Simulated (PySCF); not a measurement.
CrO3, SMILES [O]=[Cr](=[O])=[O], multiplicity 1. Geometry: PBE-D3(BJ)/def2-SVP. The spin state was assumed, not searched. The isomer is the one that the SMILES or the coordinates give; other isomers of the formula were not compared.

Computed equilibrium geometry at PBE-D3(BJ)/def2-SVP (PySCF confirms it by a frequency run) as Cartesian coordinates in Å, and its point group:
point group C3v.
```xyz
4

Cr     0.0000     0.0000    -0.2180
O      1.3149     0.7592     0.2180
O      0.0000    -1.5184     0.2180
O     -1.3149     0.7592     0.2180
```
